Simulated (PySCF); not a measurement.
The scaffold SiH2(OH)-X carries different groups X. Gas-phase values, no solvent. One relaxed conformer stands for each flexible species; it need not be the lowest. Strings in code marks are SMILES.

The numbers are results of B3LYP-D3(BJ)/def2-TZVP // PBE0-D4/def2-TZVP (PySCF), not measurements. All candidates: neutral, multiplicity 1. B3LYP has the VWN-RPA correlation part, as in Gaussian. Excitations are Tamm–Dancoff values on a coarser integration grid. The basis has no diffuse functions, so Rydberg states are missing or too high.

```yaml
S1 excitation (TDA): 6.20 eV
HOMO–LUMO gap: 7.33 eV
T1 excitation (TDA): 5.79 eV
```

**Question.** Name which member has these values.
(A) `O[SiH2]C1CC1` (H–O–Si–C torsion 56°, O–Si–C–C torsion -156°)
(B) `OC[SiH2]O`
(C) `O=C[SiH2]O` (O–C–Si–O torsion 0°, C–Si–O–H torsion 0°)
(D) `O[SiH2]B(O)O`

**Answer.** B, `OC[SiH2]O`. The others give `O[SiH2]B(O)O`: 6.52 eV, 7.52 eV, 5.40 eV; `O[SiH2]C1CC1` (H–O–Si–C torsion 56°, O–Si–C–C torsion -156°): 6.96 eV, 8.02 eV, 6.69 eV; `O=C[SiH2]O` (O–C–Si–O torsion 0°, C–Si–O–H torsion 0°): 3.38 eV, 5.11 eV, 2.64 eV
